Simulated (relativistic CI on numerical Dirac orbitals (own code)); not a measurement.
# Radial parameters of Re51+

Computed by Dirac-Coulomb-Breit CI, KLI orbitals optimised for each configuration, a model potential for QED, unscaled Slater integrals (own radial code, finite nucleus).

Slater integrals F^k, G^k are unscaled and averaged over j, outside the closed core [Ne]; ζ comes from projecting the Hamiltonian with its Breit term on Σ l·s of the shell.

- 3s2 3p6 3d6: F^2(3d,3d) = 607220, F^4(3d,3d) = 392140, ζ(3d) = 242220 cm⁻¹; <r>(3d) = 0.1682, <r^2>(3d) = 0.03279 (bohr units).
- 3s2 3p5 3d7: ζ(3p) = 1.8416e+06, F^2(3d,3d) = 606360, F^4(3d,3d) = 391560, F^2(3p,3d) = 526090, G^1(3p,3d) = 560660, G^3(3p,3d) = 373940, ζ(3d) = 240350 cm⁻¹; <r>(3p) = 0.1875, <r^2>(3p) = 0.04078, <r>(3d) = 0.1684, <r^2>(3d) = 0.03287 (bohr units).
- 3s2 3p4 3d8: F^2(3p,3p) = 521380, ζ(3p) = 1.8405e+06, F^2(3d,3d) = 605490, F^4(3d,3d) = 390970, F^2(3p,3d) = 525690, G^1(3p,3d) = 560670, G^3(3p,3d) = 373820, ζ(3d) = 238490 cm⁻¹; <r>(3p) = 0.1877, <r^2>(3p) = 0.04084, <r>(3d) = 0.1686, <r^2>(3d) = 0.03296 (bohr units).

**Question.** Give the Racah parameters of the d shell in 3s2 3p6 3d6.

**Answer.** B = F²/49 − 5F⁴/441 = 7946 cm⁻¹ and C = 35F⁴/441 = 31122 cm⁻¹.

Averages of the first 10 configurations, taken without configuration mixing, which lowers the lowest level and can move excited configurations by several eV; other configurations of the list can lie among them:

```tsv
Configuration	Parity	States	Average energy above the lowest level (eV)
3s2 3p6 3d6	even	210	131.3
3s2 3p5 3d7	odd	720	641.0
3s2 3p4 3d8	even	675	1159.1
3s 3p6 3d7	even	240	1107.1
3p6 3d8	even	45	2094.3
3s 3p5 3d8	odd	540	1615.2
3s2 3p6 3d5 4s	even	504	1997.8
3s2 3p6 3d5 4p	odd	1512	2174.5
3s2 3p4 3d7 4s	even	3600	3005.4
3s2 3p6 3d5 4d	even	2520	2370.6
```
